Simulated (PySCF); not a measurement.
H4P, SMILES [PH4+], charge +1. Atoms are numbered in the order given.

```xyz
5

P      0.0000     0.0000     0.0000
H      0.8064    -0.8064    -0.8064
H     -0.8064    -0.8064     0.8064
H     -0.8064     0.8064    -0.8064
H      0.8064     0.8064     0.8064
```
Charge +1, spin multiplicity 1.

Geometry optimised at TPSSh-D3(BJ)/def2-TZVPD. The isomer is the one that the SMILES or the coordinates give; other isomers of the formula were not compared.

Two levels are set side by side: PBE/pcJ-1 (PySCF) and B3LYP/pcJ-1 (PySCF). One-bond couplings, all four terms, same geometry. Isotopes: 1H, 31P. Differences are taken from unrounded values.

```tsv
quantity	PBE
¹J(P1,H2) (Hz)	508.8
¹J(P1,H3) (Hz)	508.8
¹J(P1,H4) (Hz)	508.8
¹J(P1,H5) (Hz)	508.8
```

Question: These are the PBE values. What does B3LYP give? (Estimate from the structure and the level; the computed values follow.)

Answer: 
| quantity | B3LYP | PBE minus B3LYP |
|---|---|---|
| ¹J(P1,H2) (Hz) | 576.0 | -67.2 |
| ¹J(P1,H3) (Hz) | 576.0 | -67.2 |
| ¹J(P1,H4) (Hz) | 576.0 | -67.2 |
| ¹J(P1,H5) (Hz) | 576.0 | -67.2 |

Rough cost on one machine, each run with all the roots and properties that it gave: B3LYP against PBE within a factor of 2.
